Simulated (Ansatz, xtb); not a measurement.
# Relative energy of two isomers of C5H6BCl2N

Structure a: `Cn1cccc1B(Cl)Cl`, a singlet. Structure b: `Cn1ccc(B(Cl)Cl)c1`, a singlet. Both are isolated molecules in the gas phase, relaxed with PBE0-D3(BJ)/def2-SVP; the shapes shown needn't be the lowest conformers.

a (Å):

```xyz
15

C    -0.0559   -1.1741    0.0096
C     0.1249    0.9626   -1.2013
C     0.2037    2.3207   -0.9204
C     0.1633    2.4355    0.4744
C     0.0606    1.1492    1.0287
B    -0.0104    0.8350    2.5114
Cl    0.0347    2.1554    3.6809
Cl   -0.1384   -0.7968    3.1795
N     0.0400    0.2661   -0.0459
H    -0.0467   -1.5636   -1.0161
H     0.7893   -1.6059    0.5629
H    -0.9851   -1.4900    0.5031
H     0.1240    0.4457   -2.1602
H     0.2809    3.1213   -1.6527
H     0.2027    3.3504    1.0625
```

b (Å):

```xyz
15

C    -1.1149   -1.2611    1.2017
C    -0.0125    0.8195    2.0434
C     0.7370    1.8338    1.5077
C     0.8848    1.5725    0.1047
C     0.1966    0.3821   -0.1305
B     1.6240    2.3921   -0.9369
Cl    1.6834    1.8862   -2.6290
Cl    2.4553    3.8844   -0.5043
N    -0.3360   -0.0605    1.0306
H    -1.2370   -1.7556    0.2300
H    -2.1125   -1.0257    1.6020
H    -0.6137   -1.9593    1.8894
H    -0.3505    0.6385    3.0619
H     1.1481    2.6867    2.0439
H     0.0618   -0.1659   -1.0617
```

Quicker runs give these differences E(b) − E(a): GFN2-xTB +2.64 kJ/mol; HF/STO-3G −5.99 kJ/mol (at GFN2-xTB geometries); r2SCAN-D4/def2-SVP +2.83 kJ/mol (at GFN2-xTB geometries).

Estimate which is lower in electronic energy at CCSD(T)/def2-SVP + ΔMP2/def2-TZVPP, and by roughly how much.

Too close to call at this level: CCSD(T)/def2-SVP + ΔMP2/def2-TZVPP gives E(b) − E(a) = −2.22 kJ/mol.

How the difference moves with the method:

| level | geometry | E(b) − E(a) (kJ/mol) | departure from the last row (kJ/mol) | job, with rough time for the two |
| --- | --- | --- | --- | --- |
| GFN2-xTB | GFN2-xTB | +2.64 | +4.86 | optimisation, 0.15 s |
| HF/STO-3G | GFN2-xTB | −5.99 | −3.76 | single point, 0.54 s |
| r2SCAN-D4/def2-SVP | GFN2-xTB | +2.83 | +5.05 | single point, 5.8 s |
| PBE0-D3(BJ)/def2-SVP | PBE0-D3(BJ)/def2-SVP | +0.53 | +2.76 | optimisation, 91 s |
| HF/def2-SVP | PBE0-D3(BJ)/def2-SVP | −13.45 | −11.23 | part of the CCSD(T) run |
| MP2/def2-SVP | PBE0-D3(BJ)/def2-SVP | +0.63 | +2.86 | part of the CCSD(T) run |
| CCSD(T)/def2-SVP | PBE0-D3(BJ)/def2-SVP | −1.47 | +0.75 | single point |
| CCSD(T)/def2-SVP + ΔMP2/def2-TZVPP | PBE0-D3(BJ)/def2-SVP | −2.22 |  | single point, 2.5 min |

As drawn, both hold the same kinds of bond in the same numbers.

The largest departure from CCSD(T)/def2-SVP + ΔMP2/def2-TZVPP is that of HF/def2-SVP, 11.23 kJ/mol. The last row adds to CCSD(T) the change of the MP2 difference between the two basis sets, here −0.75 kJ/mol.

With thermal terms from frequencies at re-optimised GFN2-xTB minima (ideal gas, soft modes damped towards free rotors, one conformer each, 298.15 K, 1 atm): the zero-point term adds −1.13 kJ/mol; ΔH is −2.46 and ΔG −6.19 kJ/mol.

The correlated steps freeze 17 core orbitals. Programs: Ansatz 0.2.0, xtb 6.7.1; the last row on 4 threads of Arm Neoverse V2 on a shared host.
